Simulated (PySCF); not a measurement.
**Polarisability and C₆ of Mn (manganese, neutral)**

[Ar] 3d5 4s2, high-spin 6S determinant. Calculation: PySCF 2.14, in aug-cc-pVDZ-DK; scalar relativity by spin-free X2C-1e. Coupled (time-dependent) response in atomic units; α is the mean over directions. A double-zeta set is small for polarisabilities.

```
method  mean α (bohr³)  C₆ (like pair)  S(−4)
   UHF           100.5           993.9  12530
   PBE           73.42           693.4   3324
  PBE0           77.21           741.4   3730
```

S(−4) is the Cauchy moment in α(ω) = α(0) + S(−4) ω² + …

Reference α: 68 ± 9 bohr³ (recommended; Schwerdtfeger and Nagle, table of static dipole polarizabilities (2023 update)). Published C₆: 552.0 (Chu and Dalgarno (2004); Tang, Norbeck and Certain (1976)).

Hartree-Fock lies above the reference because it lacks correlation, which contracts the outer shell.

α(iu) at PBE0:

| u (hartree) | α(iu) (bohr³) |
| --- | --- |
| 0 | 77.21 |
| 0.0500 | 69.26 |
| 0.100 | 54.34 |
| 0.200 | 31.26 |
| 0.300 | 19.43 |
| 0.500 | 9.814 |
| 0.750 | 5.643 |
| 1.00 | 3.831 |
| 1.50 | 2.226 |
| 2.00 | 1.508 |
| 3.00 | 0.8518 |
| 5.00 | 0.3852 |

A single London oscillator, α(iu) = α/(1 + u²/ω²), gives C₆ = (3/4) ω α². Matching the computed C₆ needs ω = 4 × 741.4 / (3 × 77.21²) = 0.166 hartree.
